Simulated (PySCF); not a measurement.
C5H14AlN.
Bonds: C1–C2 (double), C2–C3, C3–N4, N4–C5, N4–C6, N4–Al7. Hydrogens: H8, H9 on C1; H10 on C2; H11, H12 on C3; H13, H14, H15 on C5; H16, H17, H18 on C6; H19, H20, H21 on Al7.

Torsions of this conformer, `[CH2:1]=[CH:2][CH2:3][N+:4]([CH3:5])([CH3:6])[AlH3-:7]`: C1–C2–C3–N4 -115°, C2–C3–N4–C5 63°.

The closed-shell ground state was solved at several levels (PySCF, density fitting, gas phase, non-relativistic). Isolated species at its PBE0-D3(BJ)/def2-SVP geometry (one conformer only).

```tsv
level	basis functions	HOMO (eV)	LUMO (eV)	gap (eV)	dipole (D)
wB97X-D/def2-SVPD	256	-9.25	1.16	10.41	5.36
PBE/pcSseg-1	196	-6.09	-1.66	4.43	5.41
```

Problem. What might PBE0/pcSseg-1 (196 basis functions) give for the same quantities?

Solution. HOMO -7.34 eV, LUMO -0.62 eV, gap 6.72 eV, dipole 5.50 D.

Problem. Over all these levels, which gives the widest orbital gap and which the narrowest?

Solution. wB97X-D/def2-SVPD (range-separated hybrid) has the widest, 10.41 eV, and PBE/pcSseg-1 (GGA) the narrowest, 4.43 eV. Functional and basis both differ between the two, so the spread mixes both effects.

Problem. How far do the dipole and the HOMO energy spread over the levels?

Solution. The dipole runs from 5.36 to 5.50 D (mean 5.43 D) and the HOMO from -9.25 to -6.09 eV.
